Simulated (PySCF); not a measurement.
Sb(Cl)(OH)2 (ClH2O2Sb), SMILES [OH][Sb]([OH])[Cl]. Atoms are numbered in the order given.

```xyz
6

Sb    -0.1621    -0.2015     0.4649
Cl     1.2061     1.4112    -0.7052
O      0.4615    -1.7119    -0.6659
H      0.9742    -1.3908    -1.4249
O     -1.8834     0.1640    -0.4450
H     -1.8353     0.0623    -1.4088
```
Charge 0, spin multiplicity 1.

Geometry: B3LYP-D3(BJ)/def2-SVP. The def2 effective core potentials stand for the cores of Sb; spin–orbit coupling is left out. One conformer was computed; it need not be the lowest.

Calculation: M06-2X/def2-TZVPD (PySCF).

Mulliken values depend strongly on the basis, most of all with diffuse functions as here. ESP charges are fitted to the potential on shells at 1.4 to 2.0 van der Waals radii. Atomic charges (e):

| atom | Mulliken | ESP fit |
|---|---|---|
| Sb1 | 1.32 | 0.72 |
| Cl2 | -0.43 | -0.28 |
| O3 | -0.83 | -0.58 |
| H4 | 0.38 | 0.35 |
| O5 | -0.82 | -0.58 |
| H6 | 0.37 | 0.37 |
